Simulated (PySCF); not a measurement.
Property card for `CCOCO[SiH3]`

Species: C3H10O2Si.
Geometry (GFN2-xTB, Å), atoms numbered from 1 in this order:
```
atom  x, y, z in Å
C1    -2.4247   -0.1570   -0.1177
C2    -1.1602    0.3764   -0.7853
O3    -0.0312    0.3717    0.0613
C4     0.4977   -0.8836    0.3758
O5     1.8253   -0.7538    0.6718
Si6    2.6460    0.6439    0.4440
H7    -2.6101    0.3799    0.8092
H8    -3.2723   -0.0177   -0.7834
H9    -2.3266   -1.2167    0.1066
H10   -1.2928    1.4263   -1.0573
H11   -0.9446   -0.2038   -1.6954
H12   -0.0161   -1.3191    1.2510
H13    0.3771   -1.5732   -0.4817
H14    2.6503    1.0477   -0.9643
H15    2.1285    1.7317    1.2692
H16    3.9462    0.1566    0.8848
```

Structural features include: ether and Si–H bond.

GFN2-xTB geometry:

```
Point group of the GFN2-xTB geometry                  : C1
Rotational constants A, B, C of the GFN2-xTB geometry : 8.176, 1.332, 1.212 GHz
```

PBE0/def2-SVPD ground state and vertical TDDFT (core frozen in the response) (PySCF):

```
Dipole moment                                                     : 2.44 D
HOMO energy                                                       : -7.56 eV
LUMO energy                                                       : 0.55 eV
HOMO–LUMO gap                                                     : 8.11 eV
Lowest singlet excitation                                         : 6.86 eV (181 nm, f = 0.016)
Strongest line among the 6 lowest singlet transitions             : S6 at 8.10 eV (153 nm, f = 0.034)
Lowest triplet excitation (Tamm–Dancoff)                          : 6.65 eV
Static isotropic polarisability                                   : 72.5 au
Electronic spatial extent ⟨r²⟩ about the centre of nuclear charge : 1011 bohr²
```

From PBE0/pcSseg-1 ground state and GIAO shieldings, non-relativistic (PySCF):

```
Lowest Hirshfeld atomic charge                              : -0.23 e on O5
Highest Hirshfeld atomic charge                             : +0.36 e on Si6
13C chemical shifts (computed TMS as zero) by class         : 95.8 (C4), 69.1 (C2), 17.8 (C1) ppm
1H chemical shifts (computed TMS as zero) by class          : 5.24 (H12/H13), 4.69 (H14/H15/H16), 3.95 (H10/H11), 1.20 (H7/H8/H9) ppm
Isotropic shieldings of nuclei other than C and H, by class : 263 (O3), 294 (O5), 397 (Si6) ppm
Mayer bond orders between heavy atoms                       : C1–C2 1.05, C2–O3 0.91, O3–C4 0.91, C4–O5 0.96, O5–Si6 0.93
```

Monoisotopic mass from the formula: 106.0450 u.

S1 lies 1.25 eV below the HOMO–LUMO gap; its leading configuration is HOMO→LUMO, weight 0.81. The principal polarisabilities are 64.4, 67.6 and 85.6 au; their mean is the isotropic value. The largest Löwdin shares of the HOMO are 0.29 on O3, 0.22 on O5, 0.12 on C4 and 0.08 on H12. The dipole equals about 8.1 × 10⁻³⁰ C·m (1 D = 3.33564 × 10⁻³⁰ C·m). The polarisability is 10.75 Å³ as a volume (1 au = 0.148185 Å³), or 1.25 au for each of the 58 electrons. No computed singlet falls in the visible range (750 to 380 nm, 1.65 to 3.26 eV); S1 lies 3.60 eV above its blue end. The rotational constants make it an asymmetric top with κ = (2B − A − C)/(A − C) = -0.97, nearer the prolate limit (−1).

Geometry: GFN2-xTB, one conformer, isolated molecule. NMR classes are plain means over equivalent atoms (diastereotopic ones count apart unless rotation or inversion swaps them), as if these changed places fast; in this geometry the members of some classes differ.
